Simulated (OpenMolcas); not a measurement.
**Pd²⁺: effect of the IPEA shift**

- Program: OpenMolcas 26.06
- Basis: ANO-RCC-VTZP [7s6p4d2f1g]
- Scalar Hamiltonian: DKH2, point nucleus
- Active space: 8 electrons in 10 orbitals (4d 5d)
- State averaging: 2S+1 = 3 even, 10 roots; 2S+1 = 1 even, 15 roots
- Spin-orbit coupling: state interaction with AMFI integrals over the reference wave functions, term energies averaged over their components

Methods on the same reference wave functions:
A. CASSCF
B. SS-CASPT2, IPEA 0 Eh, imaginary shift 0.1 Eh (closed shells correlated: 4s 4p)
C. SS-CASPT2, IPEA 0.25 Eh, imaginary shift 0.1 Eh (closed shells correlated: 4s 4p)

Energies in cm-1 above 4d8 3F4, the measured ground level; measured values from Moore, Atomic Energy Levels, vol. III, NSRDS-NBS 35 (1971 reprint of NBS Circular 467, 1958).

```json
{"Level": "4d8 3F4", "A": "0.0", "B": "0.0", "C": "0.0", "Measured": "0.0"}
{"Level": "4d8 3F3", "A": "3119", "B": "3130", "C": "3140", "Measured": "3230"}
{"Level": "4d8 3F2", "A": "4781", "B": "4580", "C": "4560", "Measured": "4687"}
{"Level": "4d8 3P1", "A": "17052", "B": "13730", "C": "13900", "Measured": "13470"}
{"Level": "4d8 3P0", "A": "17343", "B": "13960", "C": "14130", "Measured": "13699"}
{"Level": "4d8 1G4", "A": "21181", "B": "18860", "C": "18430", "Measured": "17880"}
{"Level": "4d8 1S0", "A": "49190", "B": "42500", "C": "42290", "Measured": ""}
```

Deviations, from unrounded energies. A percentage is the sum of absolute deviations over the sum of measured energies, with the sign that they share, or ± where signs differ.

```tsv
Against measurement	Levels	A	B	C
mean absolute deviation (cm-1)	5	2100	340	330
fine structure of the ground term (%)	2	±2.6	-2.6	-2.8
other terms of the ground configuration (%)	3	+23.4	+3.3	+3.1
```

B, C lie about equally close to measurement and A furthest from it. The largest miss of C in the table is 4d8 1G4, by +550 cm-1. The ranking rests on the paired levels alone, and a cruder setting can come out closer through cancelling errors.

Between B and C the level of the table that moves most is 4d8 1G4, by 430 cm-1 (lowest in C, highest in B). Moves below CASPT2's spread within the term are not significant.

The mean deviations of B to C differ by less than CASPT2's widest spread within a term (1300 cm-1), so their order carries little weight.

From A to B the spin-free energies of the other terms of 4d8 shown, above 3F, scale by factors of 0.76 to 0.87, as is usual when dynamic correlation screens the repulsion within a d or f shell.

The lowest spin-free term lies below A's lowest term by 0.462 hartree in B, 0.454 hartree in C.

Term energies are means over components that CASPT2 splits; among the terms shown or strongly mixed into the levels shown the widest spread is 1300 cm-1 (4d8 1G, B). Active for correlation alone: 5d; no level in the range computed is led by a configuration that fills it, so any true level of that kind is missing. Without dynamic correlation excited terms often stand tens of per cent too high (terms of higher spin than the ground term too low), and those without a measured partner can miss by more than the paired ones (holds for A). Computed and measured levels are paired by configuration, term and J; levels that our copy of the source lacks, or whose pairing is in doubt (as where it misses far off the trend of its configuration), stay unpaired and out of the deviations. Levels of configurations outside the active space are missing. The table leaves out levels that lie high or whose names do not pair safely across all columns.
